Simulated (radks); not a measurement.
Ag IV, 44 electrons, occupied as [Kr] 4d7 5s1 (not the ground configuration).

Method: Dirac Kohn-Sham, PBE, spin-unpolarised, spherical densities, finite nucleus; open shells fill j = l - 1/2 first; Fermi nuclear charge, rms radius 4.5454 fm; computed with a radial shooting solver on a logarithmic mesh with Libxc functionals.

Energy parts (hartree):
| part | energy |
|---|---|
| total | -5314.23670 |
| kinetic | 5561.71262 |
| electron-nucleus | -12816.81843 |
| Hartree | 2088.72004 |
| exchange-correlation | -147.85093 |

Orbitals (lengths in bohr, moments of r in powers of bohr; <r^-3> diverges for s and p1/2; r(90%) holds 90 % of the orbital's charge):
orbital  occ.  eigenvalue (hartree)  <r^-3>   <1/r>  r(90%)
1s1/2       2             -931.9561       -   49.44  0.0558
2s1/2       2             -138.6302       -   11.39   0.208
2p1/2       2             -128.9471       -   11.37   0.187
2p3/2       4             -122.5045    3495   10.68   0.194
3s1/2       2             -26.78458       -   3.984   0.543
3p1/2       2             -22.93346       -   3.890   0.543
3p3/2       4             -21.79578   627.6   3.723   0.558
3d3/2       4             -14.98109   96.44   3.559   0.544
3d5/2       6             -14.75189   90.78   3.516   0.549
4s1/2       2              -5.10987       -   1.538    1.31
4p1/2       2              -3.88128       -   1.423    1.41
4p3/2       4              -3.68627   107.7   1.372    1.45
4d3/2       4              -1.78447   11.20   1.097    1.86
4d5/2       3              -1.75848   10.46   1.085    1.88
5s1/2       1              -1.22677       -  0.5711    3.27

The highest occupied level is 5s1/2 at -33.382 eV. The density falls to 0.001 e/bohr^3 at r = 3.48 bohr. The electron density at the nucleus is 1.458e+05 e/bohr^3.
